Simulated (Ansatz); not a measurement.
ClH$_{7}$N$_{2}$OSi$_{2}$, SMILES `N[SiH2]O[SiH](N)Cl`. Total charge 0; spin multiplicity 1. Geometry: relaxed with PBE0-D4/def2-TZVP. It is one conformer, not always the lowest.

```xyz
13

N    -1.414   -0.928   -0.829
Si   -1.436    0.753   -0.512
O    -0.007    1.276    0.113
Si    1.223    0.590    0.915
N     2.008   -0.537   -0.083
Cl    0.411   -0.262    2.627
H    -1.431   -1.286   -1.768
H    -1.748   -1.601   -0.159
H    -2.492    1.078    0.475
H    -1.633    1.461   -1.798
H     2.186    1.602    1.380
H     2.896   -0.923    0.196
H     1.437   -1.221   -0.558
```

Q: What is the dipole moment at ωB97M-V/def2-TZVPP? (Best estimate.)

A: The calculation gave: 2.92 D, with components (-0.03, -2.26, -1.84) D in this frame, pointing from negative to positive charge.

Q: And with PBE, r2SCAN, B3LYP? (Estimate.)

A: Computed: PBE 2.95 D, r2SCAN 2.97 D, B3LYP 2.90 D.

Q: Give the Mulliken charges with ωB97M-V, PBE, r2SCAN in def2-TZVPP. (Best estimate.)

A: Ansatz gave: 
| atom | ωB97M-V | PBE | r2SCAN |
| --- | --- | --- | --- |
| N1 | -0.41 | -0.41 | -0.49 |
| Si2 | 0.44 | 0.42 | 0.55 |
| O3 | -0.39 | -0.31 | -0.42 |
| Si4 | 0.56 | 0.53 | 0.67 |
| N5 | -0.35 | -0.36 | -0.42 |
| Cl6 | -0.25 | -0.26 | -0.29 |
| H7 | 0.13 | 0.16 | 0.18 |
| H8 | 0.14 | 0.17 | 0.18 |
| H9 | -0.04 | -0.08 | -0.09 |
| H10 | -0.04 | -0.07 | -0.09 |
| H11 | -0.02 | -0.07 | -0.08 |
| H12 | 0.12 | 0.15 | 0.15 |
| H13 | 0.12 | 0.14 | 0.15 |

B3LYP here is the variant with VWN-RPA as its local correlation; programs differ in this.
